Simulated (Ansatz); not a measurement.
C$_{4}$H$_{12}$Cl$_{2}$N$_{2}$Si (`CN(C)[Si](Cl)(Cl)N(C)C`), charge 0, multiplicity 1.

(1) Give a relaxed structure at PBE0-D4/def2-TZVP (the Gaussian-basis code of Ansatz). (An estimate is asked.)

Results:

(1) The calculation gave: 
Cartesian coordinates in Å:
```
C 1.815 -0.884 0.217
N 0.594 -0.772 0.988
C 0.581 -1.632 2.149
Si -0.394 0.588 0.772
Cl 0.406 2.319 1.554
Cl -2.131 0.259 1.830
N -0.648 0.852 -0.883
C -0.916 2.136 -1.489
C -1.052 -0.261 -1.718
H 2.698 -0.623 0.816
H 1.945 -1.911 -0.143
H 1.783 -0.221 -0.649
H 1.400 -1.392 2.841
H -0.360 -1.541 2.687
H 0.699 -2.678 1.843
H -0.388 2.217 -2.446
H -0.576 2.946 -0.845
H -1.987 2.277 -1.684
H -0.511 -0.237 -2.672
H -0.832 -1.209 -1.226
H -2.127 -0.232 -1.940
```
Point group C2.
This is one stationary point; other conformers may exist.
